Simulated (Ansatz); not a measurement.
One change: `[CH3][Al]([CH3])[AlH][Cl]` becomes `[CH3][Al]([CH3])[F]`.

Ansatz, PBE0-D4/def2-TZVP geometries, multiplicity 1. Each molecule was computed in one conformer, which needn't be the lowest.

| property | `[CH3][Al]([CH3])[AlH][Cl]` |
| --- | --- |
| HOMO energy (B3LYP/def2-TZVPP) / eV | -6.54 |
| HOMO energy (ωB97M-V/def2-TZVPP) / eV | -8.63 |
| LUMO energy (B3LYP/def2-TZVPP) / eV | -2.62 |
| HOMO–LUMO gap (B3LYP/def2-TZVPP) / eV | 3.92 |
| size of the dipole moment (PBE/def2-TZVPP) / D | 2.48 |
| HOMO energy (PBE/def2-TZVPP) / eV | -5.67 |

Q: What does the change do to each property? (Estimate.)

A: Computed: 
```csv
property,`[CH3][Al]([CH3])[F]`,shift
HOMO energy (B3LYP/def2-TZVPP) / eV,-7.70,-1.16
HOMO energy (ωB97M-V/def2-TZVPP) / eV,-10.15,-1.52
LUMO energy (B3LYP/def2-TZVPP) / eV,-0.53,2.09
HOMO–LUMO gap (B3LYP/def2-TZVPP) / eV,7.17,3.25
size of the dipole moment (PBE/def2-TZVPP) / D,1.84,-0.64
HOMO energy (PBE/def2-TZVPP) / eV,-6.62,-0.95
```

With PBE0 the HOMO falls by 1.20 eV and the LUMO rises by 2.20 eV, so the gap widens by about 3.40 eV. PBE moves the HOMO by -0.95 eV and ωB97M-V by -1.52 eV. Dipoles are sizes alone; their direction can turn.

B3LYP here is the variant with VWN-RPA as its local correlation; programs differ in this.
